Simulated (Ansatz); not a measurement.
CHO3 (SMILES O=C([O-])O), charge -1, singlet, at a GFN2-xTB geometry (a gas-phase anion, which may not be bound at this level); WB97X-V/aug-cc-pVDZ in Ansatz (a program for electronic structure).

Ansatz was given this input:
Ansatz 0.2 input:
```yaml
crystal:
  periodic: [false, false, false]
  atoms:
    - {symbol: O, position_ang: [1.13393356, -0.59547373, 0.06006873]}
    - {symbol: C, position_ang: [-0.17204899, 0.04624794, -0.01054587]}
    - {symbol: O, position_ang: [-0.11749047, 1.27346465, 0.03311655]}
    - {symbol: O, position_ang: [-1.10808714, -0.72896887, -0.10125746]}
    - {symbol: H, position_ang: [1.76544629, 0.13033604, 0.12785263]}
basis:
  gaussian:
    orbitals: aug-cc-pVDZ
hamiltonian:
  xc: {name: wB97X-V}
total_charge: -1
accuracy: high
```

Task: Write the output that Ansatz gives for this input, abridged.

Result: 
```
Functional definition: wB97X-V
1992 factors; integrals over basis functions are off by at most 2.9e-9 eV
392 factors; integrals over basis functions are off by at most 2.7e-9 eV
mean field evaluation 1: about -7191.7434 eV, gradient 4.3e1 eV
mean field evaluation 2: about -7191.7009 eV, gradient 4.7e1 eV
mean field evaluation 4: about -7195.1779 eV, gradient 2.1e0 eV
mean field evaluation 8: about -7195.1882 eV, gradient 9.2e-2 eV
mean field evaluation 16: about -7195.1883 eV, gradient 3.8e-5 eV
mean field -7195.18825959 eV, -264.4182914662 hartree, gradient 2.2e-8 eV, S^2 0.000000; 0 other end points of the search recorded, 0 dependent functions left out
reference -7195.18825943 eV, -264.4182914603 hartree; 16, 16 occupied and 85, 85 virtual orbitals, 1992 factors
Total energy: -7195.18825943 eV, -264.4182914603 hartree
```
